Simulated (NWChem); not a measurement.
# PbHSCl, singlet; SMILES [Pb]([SH])[Cl]

```xyz
4

Pb     0.4892     0.0088     0.0000
Cl    -1.1605     1.8952     0.0000
S     -1.2567    -1.8815     0.0000
H     -0.2789    -2.8355     0.0000
```
Atoms are numbered in this order, from 1.

Computed with NWChem. Medium grid unless said otherwise, to which SCAN and Minnesota functionals are sensitive. Low-valent species are run as closed-shell singlets; no triplet was tried in these runs. Structure relaxed at the PBE-D3(BJ)/def2-SVP level. def2 effective core potentials on Pb; no spin-orbit coupling. Total energies of different functionals are on different scales.

```json
[
 {"level": "B3LYP/def2-SVP", "energy (Ha)": "-1051.7839", "highest occupied level (eV)": "-6.99", "orbital gap (eV)": "4.03", "dipole (D)": "4.56"},
 {"level": "PBE/def2-SVP", "energy (Ha)": "-1051.3561", "highest occupied level (eV)": "-6.13", "orbital gap (eV)": "2.78", "dipole (D)": "4.35"},
 {"level": "BP86/def2-SVP", "energy (Ha)": "-1051.9251", "highest occupied level (eV)": "-6.24", "orbital gap (eV)": "2.76", "dipole (D)": "4.33"},
 {"level": "LDA (Slater exchange, VWN5)/def2-SVP", "energy (Ha)": "-1048.5718", "highest occupied level (eV)": "-6.28", "orbital gap (eV)": "2.71", "dipole (D)": "4.18"},
 {"level": "SCAN/def2-SVP", "energy (Ha)": "-1051.8196", "highest occupied level (eV)": "___", "orbital gap (eV)": "___", "dipole (D)": "4.58"},
 {"level": "BHandHLYP/def2-SVP", "energy (Ha)": "-1051.5574", "highest occupied level (eV)": "-8.21", "orbital gap (eV)": "6.08", "dipole (D)": "5.00"},
 {"level": "M05-2X/def2-SVP", "energy (Ha)": "-1051.5680", "highest occupied level (eV)": "-8.40", "orbital gap (eV)": "6.45", "dipole (D)": "5.03"},
 {"level": "TPSSh/def2-SVP", "energy (Ha)": "-1051.6617", "highest occupied level (eV)": "-6.70", "orbital gap (eV)": "3.60", "dipole (D)": "4.76"},
 {"level": "PBE0/def2-SVP", "energy (Ha)": "-1051.3928", "highest occupied level (eV)": "-7.28", "orbital gap (eV)": "4.49", "dipole (D)": "4.83"},
 {"level": "MN15/def2-SVP", "energy (Ha)": "-1051.0346", "highest occupied level (eV)": "-7.87", "orbital gap (eV)": "5.43", "dipole (D)": "4.87"}
]
```

Fill in the missing entries.


- SCAN/def2-SVP, highest occupied level (eV): -6.50
- SCAN/def2-SVP, orbital gap (eV): 3.02
